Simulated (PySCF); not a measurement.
A calculated (PBEsol, PySCF 2.14, ANO-RCC-VTZP, scalar relativity by spin-free X2C-1e) atom or ion has these occupied shells.

```csv
shell,electrons,orbital energy (eV),"rms radius, mean of both spins (bohr)"
1s α,1,-7581.4,0.0649
1s β,1,-7581.4,0.0649
2s α,1,-899.87,0.277
2s β,1,-898.91,0.277
2p α,3,-771.46,0.249
2p β,3,-770.72,0.249
3s α,1,-105.25,0.836
3s β,1,-103.09,0.836
3p α,3,-68.823,0.898
3p β,3,-66.699,0.898
3d α,5,-12.243,1.31
3d β,3,-10.733,1.31
```

(1) Name the element and its charge.

Results:

(1) Co⁺ (cobalt, charge +1), in [Ar] 3d8, high-spin 3F determinant.
